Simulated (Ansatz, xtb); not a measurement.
Relative energy of two isomers of C5H9BCl2

Structure X is `C/C=C(\C)CB(Cl)Cl`, a singlet and structure Y is `CC(C)=C(C)B(Cl)Cl`, a singlet. Both are isolated molecules in the gas phase, relaxed with r2SCAN-D4/def2-SVP; the shapes shown needn't be the lowest conformers.

X (Å):

```xyz
17

C     1.7107    2.2735    1.1928
C     0.8696    1.5303    0.2077
C    -0.3495    0.9806    0.4008
C    -1.1280    1.0353    1.6823
C    -1.0535    0.2752   -0.7594
B    -1.6685    1.4612   -1.5686
Cl   -0.8502    2.1262   -2.9834
Cl   -3.1670    2.2425   -1.0518
H     1.2379    2.3749    2.1793
H     1.9410    3.2880    0.8229
H     2.6845    1.7730    1.3359
H     1.3107    1.4178   -0.7926
H    -0.6343    1.6302    2.4617
H    -1.2862    0.0155    2.0758
H    -2.1304    1.4616    1.5093
H    -0.3350   -0.2932   -1.3681
H    -1.8242   -0.4129   -0.3779
```

Y (Å):

```xyz
17

C    -0.7943   -2.1509    0.4955
C    -0.6229   -0.6652    0.6713
C    -1.6208   -0.0458    1.6037
C     0.3413    0.0010   -0.0406
C     1.1781   -0.7945   -1.0277
B     0.6275    1.5151    0.0659
Cl    0.4581    2.4755    1.5461
Cl    1.2625    2.4058   -1.3318
H    -1.4777   -2.5737    1.2460
H    -1.2128   -2.3806   -0.5017
H     0.1665   -2.6864    0.5538
H    -1.4084   -0.3487    2.6453
H    -2.6262   -0.4385    1.3733
H    -1.6542    1.0474    1.5679
H     0.5506   -1.3251   -1.7644
H     1.7768   -1.5648   -0.5110
H     1.8741   -0.1572   -1.5873
```

Quicker runs give these differences E(Y) − E(X): GFN2-xTB −4.02 kcal/mol; HF/STO-3G −2.71 kcal/mol (at GFN2-xTB geometries); r2SCAN-D4/def2-SVP//GFN2-xTB −2.52 kcal/mol.

Task: Estimate E(Y) − E(X) at the level CCSD(T)/def2-SVP + ΔMP2/def2-TZVPP.

Result: Too close to call at this level: CCSD(T)/def2-SVP + ΔMP2/def2-TZVPP gives E(Y) − E(X) = −0.22 kcal/mol.

Level by level:

| level | geometry | E(Y) − E(X) (kcal/mol) | departure from the last row (kcal/mol) | job, with rough time for the two |
| --- | --- | --- | --- | --- |
| GFN2-xTB | GFN2-xTB | −4.02 | −3.80 | optimisation, 0.4 s |
| HF/STO-3G | GFN2-xTB | −2.71 | −2.50 | single point, 0.56 s |
| r2SCAN-D4/def2-SVP//GFN2-xTB | GFN2-xTB | −2.52 | −2.30 | single point, 5.6 s |
| r2SCAN-D4/def2-SVP | r2SCAN-D4/def2-SVP | −0.79 | −0.57 | optimisation, 3.4 min |
| HF/def2-SVP | r2SCAN-D4/def2-SVP | +1.70 | +1.91 | part of the CCSD(T) run |
| MP2/def2-SVP | r2SCAN-D4/def2-SVP | +0.22 | +0.44 | part of the CCSD(T) run |
| CCSD(T)/def2-SVP | r2SCAN-D4/def2-SVP | +0.48 | +0.70 | single point |
| CCSD(T)/def2-SVP + ΔMP2/def2-TZVPP | r2SCAN-D4/def2-SVP | −0.22 |  | single point, 2.6 min |

As drawn, both hold the same kinds of bond in the same numbers. Structure X has 2 methyl groups, Y 3.

The largest departure from CCSD(T)/def2-SVP + ΔMP2/def2-TZVPP is that of GFN2-xTB, 3.80 kcal/mol. The last row adds to CCSD(T) the change of the MP2 difference between the two basis sets, here −0.70 kcal/mol.

With thermal terms from frequencies at re-optimised GFN2-xTB minima (ideal gas, soft modes damped towards free rotors, one conformer each, 298.15 K, 1 atm): on the last row, ΔE + ΔZPE = −0.01, ΔH = −0.07, ΔG = +0.46 kcal/mol.

The correlated steps freeze 16 core orbitals. Codes used: Ansatz 0.2.0, xtb 6.7.1; the last row on 4 threads of Arm Neoverse V1 on a shared host.
